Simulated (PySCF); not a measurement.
C4H7B, SMILES C#CB(C)C. Atoms are numbered in the order given.

```xyz
12

B      0.0000     0.0000     0.4015
C      0.0000     0.0000    -1.1305
C      0.0000     0.0000    -2.3505
H      0.0000     0.0000    -3.4250
C      0.0125    -1.3710     1.1730
H      0.4373    -1.2976     2.1869
H     -1.0525    -1.6543     1.3028
H      0.4873    -2.1980     0.6241
C     -0.0125     1.3710     1.1730
H     -0.4373     1.2976     2.1869
H      1.0525     1.6543     1.3028
H     -0.4873     2.1980     0.6241
```

Geometry: B3LYP-D3(BJ)/def2-SVP.

Two levels are set side by side: PBE/pcSseg-1 (PySCF) and HF/pcSseg-1 (PySCF). GIAO shifts against BF3 (¹¹B), TMS (¹H), TMS (¹³C) at the same level; non-relativistic, no solvent, atoms listed together averaged. Differences are taken from unrounded values.

| quantity | HF | PBE | PBE minus HF |
|---|---|---|---|
| δ(¹¹B) of B1 (ppm) | 57.3 | 61.7 | 4.4 |
| δ(¹³C) of C2 (ppm) | 86.6 | 103.2 | 16.6 |
| δ(¹³C) of C3 (ppm) | 131.0 | 122.7 | -8.2 |
| δ(¹H) of H4 (ppm) | 5.08 | 4.57 | -0.50 |
| δ(¹³C) of C5, C9 (ppm) | 16.7 | 21.1 | 4.4 |

Rough cost on one machine, each run with all the roots and properties that it gave: HF against PBE within a factor of 2.
